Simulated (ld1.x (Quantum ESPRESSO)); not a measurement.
nickel (Ni): one change to a TM potential, before and after

nickel, norm-conserving Troullier–Martins (Kleinman–Bylander form), made with ld1.x (Quantum ESPRESSO) 7.5 (PW91, fully relativistic). Core [Ne] 3s2, reference 3p6 3d8 4s2 4p0. Waves: 4s (bound): rc 1.80 bohr; 3p (bound): rc 1.20 bohr; 3d (bound): rc 1.55 bohr. Local part: all-electron potential smoothed inside 1.10 bohr (lloc = -1). Core correction: none.

Open shells are filled in proportion to 2j + 1 (rel_dist='average').

All-electron outer shells of the reference configuration (PW91, scalar-relativistic, ld1.x):

| shell | level (eV) | outermost node (bohr) | outermost maximum (bohr) |
| --- | --- | --- | --- |
| 2p | -845.09 | – | 0.16 |
| 3s | -111.06 | 0.30 | 0.64 |
| 3p | -71.44 | 0.27 | 0.65 |
| 3d | -8.95 | – | 0.63 |
| 4s | -5.70 | 0.92 | 2.24 |
| 4p | -1.28 | 1.00 | 3.17 |

Change: wave 3p (bound): rc 1.20 bohr becomes 3p (bound): rc 1.68 bohr.

Cutoffs: the cutoffs (Ry, on a coarse ladder) from which the occupation-weighted sum of valence levels, in a spherical-Bessel basis at the reference potential, stays within 10 and 1 mRy of its value at 400 Ry; they do not see the model core or the augmentation charge, which bear on the density cutoff. Errors are all-electron minus pseudo energies relative to the spin-unpolarised reference configuration.

Problem. How do hardness, ghosts and transferability respond?

Solution. The potential gets neither clearly harder nor softer (120 Ry and 200 Ry → 110 Ry and 200 Ry); both files keep a bound ghost (s); of the 7 tests that both files solve, the error grows in 3 and shrinks in 0 by more than 15 % and 0.3 meV (median size 13.9 → 71.0 meV); the range in which the p1/2 phases agree narrows (upper end at the end of the scan → 0.6); the range in which the p3/2 phases agree narrows (upper end at the end of the scan → 0.8). More of the atom is replaced by a form fitted at one configuration, so other configurations suffer.

```tsv
quantity	base	changed
cutoff, loose	120 Ry	110 Ry
cutoff, tight	200 Ry	200 Ry
loose cutoff by channel (10 mRy a level)	s 12 Ry, p 70 Ry, d 100 Ry	s 12 Ry, p 55 Ry, d 100 Ry
bound ghosts	s	s
error for 3p6 3d8 4s1 4p0, meV [ΔE 9.39 eV]	-2.4	-2.5
error for 3p6 3d8 4s0 4p0, meV [ΔE 26.80 eV]	-16	-17
error for 3p6 3d7 4s0 4p0, meV [ΔE 64.38 eV]	+72	+68
error for 3p6 3d7 4s2 4p1, meV [ΔE 10.58 eV]	+14	-71
error for 3p6 3d8 4s0 4p2, meV [ΔE 9.56 eV]	-6.7	-127
error for 3p6 3d6 4s0 4p0, meV [ΔE 122.06 eV]	+332	+298
error for 3p6 3d8 4s0 4p1, meV [ΔE 15.10 eV]	-11	-101
s: phases at 1.96 bohr within 0.05 rad from the reference energy up to (Ry; the scan ends near 5)	4.5	4.5
p1/2: phases at 1.96 bohr within 0.05 rad from the reference energy up to (Ry; the scan ends near 5)	to the end of the scan	0.6
p3/2: phases at 1.96 bohr within 0.05 rad from the reference energy up to (Ry; the scan ends near 5)	to the end of the scan	0.8
d3/2: phases at 1.96 bohr within 0.05 rad from the reference energy up to (Ry; the scan ends near 5)	2.1	2.1
d5/2: phases at 1.96 bohr within 0.05 rad from the reference energy up to (Ry; the scan ends near 5)	2.2	2.2
```

Base: These tests converged, but a pseudo level misses the all-electron one widely, so the file describes the atom poorly there or has found another state: 3p6 3d6 4s0 4p0: empty 4s by 6.5 eV (a node warning on the way). Changed file: These tests converged, but a pseudo level misses the all-electron one widely, so the file describes the atom poorly there or has found another state: 3p6 3d6 4s0 4p0: empty 4s by 6.5 eV (a node warning on the way). A true bound ghost makes a file unfit for plane-wave use even where its test errors are small: the radial tests pick states by their node count and pass the ghost by.
